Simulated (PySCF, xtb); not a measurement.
Ga(Cl)(Br)(OH) (BrClGaHO), SMILES [OH][Ga]([Cl])[Br].

xtb with GFN2-xTB at its own geometry gives an orbital gap of 3.99 eV and a dipole moment of 5.22 D.

Geometry optimised at PBE0-D3(BJ)/def2-SVP. The structure was generated by enumeration; whether it is a known compound was not checked. One conformer was computed; it need not be the lowest.

What does PBE/def2-TZVP in PySCF give? (The exact figures need the calculation; the answer reports its results.)

gap 4.93 eV (levels -7.55 and -2.62 eV), dipole 1.15 D.
